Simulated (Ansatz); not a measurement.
Computed with Ansatz on PBE0-D4/def2-TZVP structures; ΔE is electronic, products minus reactants. CCSD(T)/CBS adds triple-zeta CCSD(T) − MP2 to the extrapolated MP2 energy (def2 sets, frozen cores). DFT in def2-TZVPP. Each species was taken in one conformer, which may not be the lowest.

Reaction (formal exchange of groups at the Si–C bond): `CC[Si]CC` + `C1=NC1` → `CC[SiH]` + `CCC1=NC1`

**Question.** Is it downhill or uphill in electronic energy at CCSD(T)/CBS, and by how much? (Best estimate.)

**Answer.** Ansatz gave: Nearly level: ΔE = -2.0 kJ/mol.

**Question.** What do these levels give: revPBE-D4, r2SCAN0-D4, CAM-B3LYP-D4, CCSD/def2-TZVPP, MP2/def2-QZVPP, CCSD/CBS(def2)? (Estimate.)

**Answer.** The calculation gave: revPBE-D4 -2.3, r2SCAN0-D4 -6.1, CAM-B3LYP-D4 -8.9, CCSD/def2-TZVPP -7.6, MP2/def2-QZVPP -1.5, CCSD/CBS(def2) -5.0 kJ/mol.

Largest T1 diagnostic among the species: 0.012.

The D4 term adds +7.0 kJ/mol with B3LYP and +3.8 kJ/mol with PBE0; it sums over pairs of atoms, weighted by their polarisabilities, and B3LYP, whose exchange is more repulsive, gets the larger term. In def2-TZVPP, CCSD(T) changes the Hartree–Fock value by +19.7 kJ/mol (the triples alone add +2.9 kJ/mol) and MP2 by +21.2 kJ/mol. At CCSD(T), def2-SVP lies −15.9 kJ/mol from the extrapolated value and def2-TZVPP −2.7 kJ/mol.

B3LYP here is the variant with VWN-RPA as its local correlation; programs differ in this.
